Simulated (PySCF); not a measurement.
**[Nd(CH3)2]+ at several levels of theory**

Computed with PySCF 2.14.0 (density fitting, no spin-orbit coupling) at the geometry relaxed with PBE0:

```xyz
9
[Nd(CH3)2]+ (singlet in the valence; each metal's 4f electrons, 3 of them, lie in its core potential, out of spins and levels)
Nd    0.0000    0.0000   -0.2688
C     1.7440    0.0211    1.2454
H     2.7285   -0.2231    0.8040
H     1.8321    1.0109    1.7352
H     1.5394   -0.7099    2.0517
C    -1.7440   -0.0211    1.2454
H    -2.7285    0.2231    0.8040
H    -1.8321   -1.0109    1.7352
H    -1.5394    0.7099    2.0517
```

| level | basis | state | HOMO (eV) | gap (eV) | charge on Nd1 (e) | population of f-type functions on Nd1 (polarisation alone where 4f lies in the core) | dipole about the centre of mass (D) | largest force component (eV/Å) |
| --- | --- | --- | --- | --- | --- | --- | --- | --- |
| PBE0 | Nd lcecp-1-SVP with ECP49, C def2-SVP, H def2-SVP | singlet | -11.38 | 4.54 | 1.24 | 0.04 | 3.63 | 0.01 |
| M06-L | the same | singlet | -10.31 | 3.51 | 1.35 | 0.03 | 3.77 | 0.10 |
| PBE0 | Nd lcecp-1-TZVP with ECP49, C def2-TZVP, H def2-TZVP | singlet | -11.34 | 4.54 | 1.59 | 0.04 | 3.79 | 0.26 |

In the lcecp rows the 4f levels are missing from HOMO and gap, and the state counts the valence alone.

Charges are Mulliken's, which hang on the basis. The relaxation used the grid (50, 194), these runs (75, 302) or, all-electron (x2c bases, spin-free X2C Hamiltonian), (99, 590).

(1) What does HF with Nd lcecp-1-SVP with ECP49, C def2-SVP, H def2-SVP give here?

An lcecp potential fixes the number of 4f electrons, so in runs with it no electron can move into or out of that shell.

Answers

(1) state singlet, HOMO (eV) -13.86, gap (eV) 9.35, charge on Nd1 (e) 1.53, population of f-type functions on Nd1 (polarisation alone where 4f lies in the core) 0.04, dipole about the centre of mass (D) 5.07, largest force component (eV/Å) 0.77. Time: 1.9 s on 2 threads of Arm Neoverse V2, with other jobs on the host, from an already converged density.
